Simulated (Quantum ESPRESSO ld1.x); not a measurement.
Q: Coherent X-ray form factor from a spherical all-electron density. Method: Dirac Kohn-Sham, BLYP, spin-unpolarised, spherical densities, point nucleus; computed with ld1.x of Quantum ESPRESSO 7.5.

| sin(theta)/lambda (1/angstrom) | f0 (electrons) |
|---|---|
| 0.05 | 77.379 |
| 0.1 | 75.596 |
| 0.15 | 72.871 |
| 0.2 | 69.502 |
| 0.25 | 65.797 |
| 0.3 | 62.018 |
| 0.4 | 54.922 |
| 0.5 | 48.912 |
| 0.6 | 43.973 |
| 0.8 | 36.286 |
| 1 | 30.260 |
| 1.25 | 24.320 |
| 1.5 | 20.058 |
| 2 | 15.330 |

The species is in the configuration that NIST lists as its ground one. Which atom or ion scatters so?

A: The lead ion Pb4+, [Xe] 4f14 5d10. Extrapolating in s^2 from the first two rows gives f0(0) = 78.0, near the electron count 78; among species with that count, the fall with angle is slower the higher Z, and the table is that of Z = 82; from so few rows the species is fixed only to a neighbour or two.
